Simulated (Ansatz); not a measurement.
Born–Oppenheimer molecular dynamics of AlFH7NO2Si2 (14 atoms, charge 0, multiplicity 1). It starts from a relaxed structure.

The calculation used RKS PBE-D4/STO-3G (Ansatz 0.2.0).

```yaml
ensemble: NVT, Nosé–Hoover chain
time_step: 0.5 fs
steps_asked: 300
set_temperature: 500 K
thermostat: time constant 100 fs, chain length 3 (defaults)
masses: H 3.016 u
seed: 343501
```

First frame:

```xyz
14
Properties=species:S:1:pos:R:3
N 0.196 -1.036 -0.723
Si -0.287 -1.420 1.071
O 1.117 -1.466 2.061
F -0.907 -2.946 1.128
O -1.281 -0.095 1.160
Al -1.017 0.516 -0.524
Si 0.250 2.438 -0.652
H -0.056 -1.780 -1.432
H 1.228 -0.855 -0.871
H 1.171 -2.471 2.310
H -2.196 0.285 -1.447
H 1.609 2.280 -0.139
H 0.447 2.947 -2.006
H -0.286 3.572 0.092
```

Question: How far do the bonds stretch over the last three quarters of this one trajectory? (Pairs bonded in most of those frames.)

Answer: 
| bond | mean (Å) | spread (Å) | shortest | longest |
| --- | --- | --- | --- | --- |
| N1–Si2 | 1.898 | 0.046 | 1.81 | 1.98 |
| N1–Al6 | 1.985 | 0.039 | 1.92 | 2.08 |
| N1–H8 | 1.060 | 0.006 | 1.05 | 1.08 |
| N1–H9 | 1.059 | 0.007 | 1.04 | 1.08 |
| Si2–O3 | 1.718 | 0.021 | 1.68 | 1.75 |
| Si2–F4 | 1.654 | 0.015 | 1.63 | 1.68 |
| Si2–O5 | 1.665 | 0.011 | 1.64 | 1.69 |
| Si2–Al6 | 2.609 | 0.039 | 2.55 | 2.66 |
| O3–H10 | 1.038 | 0.020 | 1.01 | 1.07 |
| O5–Al6 | 1.814 | 0.029 | 1.77 | 1.87 |
| Al6–Si7 | 2.300 | 0.046 | 2.24 | 2.40 |
| Al6–H11 | 1.517 | 0.022 | 1.48 | 1.56 |
| Si7–H12 | 1.474 | 0.068 | 1.37 | 1.57 |
| Si7–H13 | 1.467 | 0.050 | 1.39 | 1.55 |
| Si7–H14 | 1.463 | 0.039 | 1.39 | 1.53 |

Mean temperature of the second half: 333 K. The conserved energy stayed within 0.12 meV per atom of its start (net change 0.12 meV per atom), so the integration is sound. The mean temperature of the second half is 33 % below the set value. A run of 0.15 ps of so small a system gives no equilibrium averages. Limits of this set-up: minimal basis.

Time of the run: 8.8 min on 1 thread of Intel(R) Xeon(R) 6975P-C (Granite Rapids), on a shared host, peak memory 0.11 GiB.
